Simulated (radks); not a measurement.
Initial-state core-level shifts of the osmium ion Os+ when its valence configuration changes from [Xe] 4f14 5d6 6s1. Method: Dirac Kohn-Sham, PBEsol, spin-unpolarised, spherical densities, finite nucleus; open shells fill j = l - 1/2 first; Fermi nuclear charge, rms radius 5.4126 fm; computed with a radial shooting solver on a logarithmic mesh with Libxc functionals. Shifts are changes of the shell-averaged eigenvalues in eV (positive: less bound); the change of the density at the nucleus, which sets a Mossbauer isomer shift, is in e/bohr^3, on a base of 1.673e+06.

valence	2s	2p	3s	5p	density at nucleus
4f14 5d5 6s1 6p1	-4.315	-4.307	-4.289	-3.947	+27.0
4f13 5d6 6s1 6p1	-16.252	-16.093	-17.923	-7.304	+143.3
4f13 5d7 6s1	-11.723	-11.572	-13.422	-3.187	+114.6
4f14 5d7	+2.783	+2.777	+2.762	+2.519	-125.4
4f14 5d5 6s2	-3.072	-3.066	-3.038	-2.716	+144.8
4f13.5 5d6.5 6s1	-5.789	-5.715	-6.621	-1.604	+56.5
4f14 5d6 6p1	-1.243	-1.242	-1.253	-1.248	-113.3
4f14 5d4 6s1 6p2	-8.835	-8.818	-8.764	-7.963	+59.2
4f13 5d6 6s2	-15.004	-14.846	-16.665	-6.063	+266.3
